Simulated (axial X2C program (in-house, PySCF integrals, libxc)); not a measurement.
Potential curves of As₂, 2c

Computed with an in-house all-electron X2C program for linear molecules (integrals from PySCF). Two-component (2c) means X2C with spin–orbit coupling and atomic mean-field two-electron Coulomb and Gaunt terms. Basis: As dyall-cv3z [9s9p6d4f1g] (cores contracted in-house); Gaussian nuclei, density fitting, unrestricted open shells. Masses: As 74.922 u.

State: Ω = 0 (closed shell). Energies in eV from the fragments at the same level (As + As). Fits are polynomials in 1 − R0/R over 0.85 to 1.23 times the lowest point R0.

```tsv
R (Å)	BP86	PBE0
1.8183	-2.5817	-2.1507
1.9019	-3.5328	-3.0464
1.9646	-3.9624	-3.4299
2.0273	-4.2071	-3.6252
2.0900	-4.3081	-3.6743
2.1631	-4.2880	-3.5910
2.2363	-4.1578	-3.3955
2.3303	-3.8787	-3.0307
2.4453	-3.4310	-2.4772
2.6125	-2.6842	-1.5787
```

The state is a single determinant with fixed occupations, the lowest that a limited PBE0 search found. The closed shell is kept restricted, so the energy runs too high when the bond is stretched far. De is counted from the lowest determinant-based energies of the atoms at the same level, without counterpoise correction.

Problem. What are Re, ωe and De at the BP86 level?

Solution. At BP86, 2c: Re = 2.114 Å, ωe ≈ 428 cm⁻¹, De = 4.32 eV to As + As; Be follows as 0.101 cm⁻¹.

Problem. What are Re, ωe and De at the PBE0 level?

Solution. At PBE0, 2c: Re = 2.083 Å, ωe ≈ 462 cm⁻¹, De = 3.67 eV to As + As; Be follows as 0.104 cm⁻¹.
